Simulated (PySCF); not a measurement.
## Electron affinity of Bi by level of theory

Bi⁻ [Xe] 4f14 5d10 6s2 6p4 (3P) → Bi [Xe] 4f14 5d10 6s2 6p3 (4S), as a difference of total energies. All numbers are calculated (PySCF 2.14, scalar relativity by spin-free X2C-1e, in aug-cc-pwCVTZ-DK3 with one added diffuse shell each of s, d, f type (12s10p9d6f1g, 138 functions)). The calculations carry no spin-orbit coupling.

```json
{"method": "UHF", "electron affinity (eV)": "-0.178", "difference from reference (eV)": "-1.120"}
{"method": "M06-L", "electron affinity (eV)": "1.050", "difference from reference (eV)": "+0.108"}
{"method": "B3LYP", "electron affinity (eV)": "1.029", "difference from reference (eV)": "+0.087"}
```

Reference: 0.942 eV (measured; photodetachment measurements, as compiled on the Wikipedia data page of electron affinities).

Spin-orbit coupling is strong in these open shells (close to jj coupling). The scalar numbers leave it out and a first-order estimate fails, so it can dominate the gap to the real levels.

A negative affinity means that the anion lies above the atom at that level of theory.

In the anion the highest occupied orbital energy is positive at M06-L, B3LYP, a self-interaction effect; the basis confines that electron, and the energy difference can still be sensible.
